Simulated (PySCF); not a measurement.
## LiGa⁺ from Hartree–Fock to correlated methods

State: ²Σ⁺ (doublet), unpaired electrons σ ↑. Set-up: PySCF, no relativity, basis sets Li aug-pcseg-1, Ga aug-pcseg-1. De refers to Li⁺ + Ga in their high-spin ground configurations, without counterpoise correction. The functionals are run spin-unrestricted. A positive dipole points towards Ga; it is taken about the centre of mass and depends on that origin.

```
      Level  Re (Å)  ωe (cm⁻¹)  De (eV)  μ (D)
        UHF   3.071        207     1.16  -8.80
    UHF-MP2   3.071        206     1.13    n/a
UHF-SCS-MP2   3.079        204     1.13    n/a
   UHF-CCSD   3.079        206     1.13    n/a
UHF-CCSD(T)   3.078        206     1.12    n/a
        PBE   3.084        190     1.27  -8.34
       BP86   3.098        188     1.18  -8.57
       TPSS   3.053        198     1.26  -8.46
     r²SCAN   3.056        203     1.15  -8.72
       PBE0   3.037        203     1.24  -8.44
     M06-2X   2.957        223     1.14  -8.54
      ωB97X   2.992        223     1.11  -8.75
```

(1) Which functional lies closest to UHF-CCSD(T) in De, which farthest, and by how much do they differ from it?

(2) What does a quarter of exact exchange do here, going from PBE to PBE0?

(3) What does second-order correlation do here, going from UHF to UHF-MP2?

Correlated steps freeze 9 core orbitals. Correlated levels converge slowly with the basis: in double zeta they bind strong bonds too weakly, by up to about 1 eV, and carry superposition errors of some tenths. Spin–orbit coupling is left out. For an ion De counts to the pair picked by the measured ionisation energies or electron affinities, which need not be the lowest pair at this level. The state is the lowest determinant that a PBE0 search found; another state may lie lower at other levels.

The whole job (state search and all levels along the bond) took about 1 min on 1 thread of Intel Xeon 6975P-C (shared host), peak memory 0.55 GiB.

Results:

(1) Closest is ωB97X (-8.6 pm in Re, +8.3 % in ωe, -0.01 eV in De against UHF-CCSD(T) in the same basis), farthest PBE (+0.6 pm in Re, -7.8 % in ωe, +0.15 eV in De). CCSD(T) converges more slowly with the basis than the functionals do and binds too weakly in this one, so the order can change at the basis-set limit.

(2) PBE0 less PBE: -4.7 pm in Re, +6.8 % in ωe, -0.03 eV in De. Exact exchange removes part of the self-interaction that spreads semilocal densities, and in most molecules shortens and stiffens the bond and lowers De; so it does here.

(3) UHF-MP2 less UHF: +0.0 pm in Re, -0.5 % in ωe, -0.03 eV in De. The bond length hardly moves.
